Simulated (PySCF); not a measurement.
TiH3, SMILES [TiH3] (connectivity only; charge and spin as stated), neutral, multiplicity 2.

Coordinates come from a PBE0-D3(BJ)/def2-TZVPD optimisation. The geometry has at least one imaginary mode, so it is a saddle point at that level. The multiplicity is an assumed one; other spin states were not compared.

The numbers are results of ωB97X/def2-TZVPD (PySCF), not measurements.

The molecule is in vacuum.

```
Property                                                                                                        Result
---------------------------------------------------------------------------------------------  -----------------------
total energy                                                                                        -851.13678 hartree
point group                                                                                                        D3h
α spin, highest occupied and lowest empty level                                                     -9.28 and -0.23 eV
β spin, highest occupied and lowest empty level                                                    -10.75 and -0.52 eV
dipole moment                                                                                                   0.00 D
quadrupole, principal values (traceless, Buckingham form, about the centre of nuclear charge)   -3.58, -3.58, 7.16 D·Å
mean static polarisability                                                                        49.1 bohr³ (7.28 Å³)
polarisability, principal values                                                                44.1, 51.6, 51.7 bohr³
⟨S²⟩                                                                                           0.758 (pure state 0.75)
```
